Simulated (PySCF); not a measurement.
**Induced dipoles and field energies**

BH2I.
Geometry (PBE0-D3(BJ)/def2-SVP, Å), atoms numbered from 1 in this order:
```
atom  x, y, z in Å
B1     0.127    0.210    0.005
H2     1.326    0.141    0.038
H3    -0.494    1.239    0.004
I4    -0.958   -1.590   -0.047
```

Level: CAM-B3LYP/def2-SVPD (PySCF); nuclei fixed, core orbitals frozen in the response. Permanent dipole (0.231, 0.383, 0.010) D (1 au = 2.5417 D). Static polarisability (au):

```
x   50.04  8.49  0.34
y    8.49 59.00  0.46
z    0.34  0.46 41.41
```

Only the terms in μ and α are kept: μ(F) = μ + αF and ΔE = −μ·F − ½ F·αF.

Apply 0.001 au along ±x, ±y and ±z in turn. Tabulate induced and total dipoles and both energy terms.

| field along | induced x (D) | induced y (D) | induced z (D) | total size (D) | −μ·F (kJ/mol) | −½F·αF (kJ/mol) |
| --- | --- | --- | --- | --- | --- | --- |
| +x | 0.127 | 0.022 | 0.001 | 0.540 | -0.239 | -0.066 |
| −x | -0.127 | -0.022 | -0.001 | 0.376 | +0.239 | -0.066 |
| +y | 0.022 | 0.150 | 0.001 | 0.590 | -0.396 | -0.077 |
| −y | -0.022 | -0.150 | -0.001 | 0.313 | +0.396 | -0.077 |
| +z | 0.001 | 0.001 | 0.105 | 0.463 | -0.010 | -0.054 |
| −z | -0.001 | -0.001 | -0.105 | 0.456 | +0.010 | -0.054 |

For the field (0.0005, 0.0002, 0.0008) au, what is the induced dipole, and what angle does it make with the field?

αF = (0.069, 0.042, 0.085) D, at 11.2° to the field. The polarisability along this direction, F·αF/F², is 46.76 au, against a mean of 50.15 au.

At what field along the permanent dipole would the induced dipole along it equal the permanent one, in this linear picture?

The polarisability along the dipole is 64.13 au, so F = 0.1760 au / 64.13 au = 0.0027 au = 0.14 V/Å; higher-order terms are ignored.

What field makes μF equal to kT at 400 K?

kT = 1.2667 × 10⁻³ Eh, so F = 0.0072 au = 37 MV/cm.

Induction energy −ᾱe²/2R⁴ of a unit charge at 15 Å, the molecule taken as a point?

R = 28.35 bohr, so the energy is −50.1/(2 × 28.35⁴) Eh = -0.102 kJ/mol. The charge–dipole term at its most favourable orientation, −μe/R², is -0.575 kJ/mol.

Geometry: PBE0-D3(BJ)/def2-SVP; no solvent, vibrations or thermal averaging. Atoms past krypton carry effective core potentials; spin–orbit coupling is left out.
